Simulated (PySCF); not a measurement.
# Telling isomers of C₅H₆O₅ apart by NMR

Computed data (PySCF): geometry from GFN2-xTB, σ from GIAO-PBE0/pcSseg-1. No solvent, fast rotation and ring inversion assumed for equivalent nuclei, no relativistic terms, a single conformation.

δ = σ(ref) − σ, references computed at the same level: ¹H, ¹³C against TMS. Where no couplings were computed, multiplicities follow the n + 1 count of equivalent neighbours, and m marks all less simple cases (inequivalent or close neighbours, rings, F or P nearby). Shifts are as computed. Against solution values, carbons near 30 ppm lie about +3 ppm off and those near 130 ppm about +5 ppm (rms about the fit 2.1 ppm; single classes can miss by 10 ppm). Of 1328 compounds with measured shifts, 309 miss one by over three times the rms of a fit or turn the order of signals round; such compounds aren't used in these exercises. Signals without a measured value on file couldn't be tested in this way; 1H shifts scatter by 0.2 ppm about their fit, and single ones miss by 0.5 ppm.

(1) Tabulate the signals of `CC(=O)OC(=O)COC=O`, `CO[C@@H]1COC(=O)C(=O)O1` and their relative energies.

(2) What is the quickest way to tell CC(=O)OC(=O)COC=O from CO[C@@H]1COC(=O)C(=O)O1?

Answers

(1) 
```tsv
SMILES	carbon types	δC	δH	E rel. (kcal/mol)
CC(=O)OC(=O)COC=O	2×C 1×CH 1×CH2 1×CH3	169.6, 168.0, 166.1, 64.8, 23.9	8.20 (s, 1H), 4.67 (s, 2H), 2.20 (s, 3H)	0.0
CO[C@@H]1COC(=O)C(=O)O1	2×C 1×CH 1×CH2 1×CH3	158.4, 157.9, 101.8, 71.7, 58.1	5.12 (m, 1H), 4.57 (m, 1H), 4.49 (m, 1H), 3.78 (s, 3H)	19.7
```

Energies are electronic energies at PBE0/pcSseg-1 on these geometries, without zero-point or thermal terms, each for the one conformer computed, which needn't be the lowest.

(2) Both give the same number of carbon signals, with the same numbers of each carbon type, so the positions decide. The first has an ester carbonyl carbon (CH) at 166.1 ppm, the second an sp3 carbon bearing two oxygens (CH) at 101.8 ppm. Their most deshielded carbons lie at 169.6 and 158.4 ppm. In the proton spectra the most deshielded non-exchanging signals are 8.20 (s, 1H) and 5.12 (m, 1H).
